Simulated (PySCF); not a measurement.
## V²⁺ (vanadium, charge +2) across methods

[Ar] 3d2 4s1, high-spin 4F determinant (an excited configuration). All numbers are calculated (PySCF 2.14, the spin-free X2C one-electron Hamiltonian (Gaussian nucleus), in x2c-QZVPPall (11s7p5d3f2g, 96 functions)).

```json
{"method": "TPSS", "E (hartree)": "-948.231", "mean ε 3p β (eV)": "-65.688", "mean ε 3d α (eV)": "-28.501", "mean ε 4s α (eV)": "-20.406", "Σ⟨r²⟩ (bohr²)": "21.56", "⟨S²⟩": "3.751"}
{"method": "CAM-B3LYP", "E (hartree)": "-948.252", "mean ε 3p β (eV)": "-69.647", "mean ε 3d α (eV)": "-32.039", "mean ε 4s α (eV)": "-22.601", "Σ⟨r²⟩ (bohr²)": "21.51", "⟨S²⟩": "3.751"}
{"method": "wB97X-V", "E (hartree)": "-948.084", "mean ε 3p β (eV)": "-70.841", "mean ε 3d α (eV)": "-32.924", "mean ε 4s α (eV)": "-23.238", "Σ⟨r²⟩ (bohr²)": "21.61", "⟨S²⟩": "3.751"}
{"method": "r2SCAN", "E (hartree)": "-948.165", "mean ε 3p β (eV)": "-66.346", "mean ε 3d α (eV)": "-28.880", "mean ε 4s α (eV)": "-20.724", "Σ⟨r²⟩ (bohr²)": "21.53", "⟨S²⟩": "3.751"}
{"method": "PBE0", "E (hartree)": "-948.001", "mean ε 3p β (eV)": "-68.256", "mean ε 3d α (eV)": "-30.557", "mean ε 4s α (eV)": "-21.310", "Σ⟨r²⟩ (bohr²)": "21.55", "⟨S²⟩": "3.751"}
{"method": "LDA", "E (hartree)": "-945.966", "mean ε 3p β (eV)": "-65.500", "mean ε 3d α (eV)": "-28.159", "mean ε 4s α (eV)": "-20.815", "Σ⟨r²⟩ (bohr²)": "21.48", "⟨S²⟩": "3.750"}
{"method": "PBE", "E (hartree)": "-947.962", "mean ε 3p β (eV)": "-65.409", "mean ε 3d α (eV)": "-28.215", "mean ε 4s α (eV)": "-20.544", "Σ⟨r²⟩ (bohr²)": "21.55", "⟨S²⟩": "3.750"}
{"method": "UHF", "E (hartree)": "-947.26198", "mean ε 3p β (eV)": "-75.345", "mean ε 3d α (eV)": "-36.939", "mean ε 4s α (eV)": "-23.176", "Σ⟨r²⟩ (bohr²)": "21.80", "⟨S²⟩": "3.753"}
```

**Question.** Estimate the same row for HSE06.

**Answer.** E (hartree) = -948.024; mean ε 3p β (eV) = -67.841; mean ε 3d α (eV) = -30.116; mean ε 4s α (eV) = -21.004; Σ⟨r²⟩ (bohr²) = 21.53; ⟨S²⟩ = 3.751.
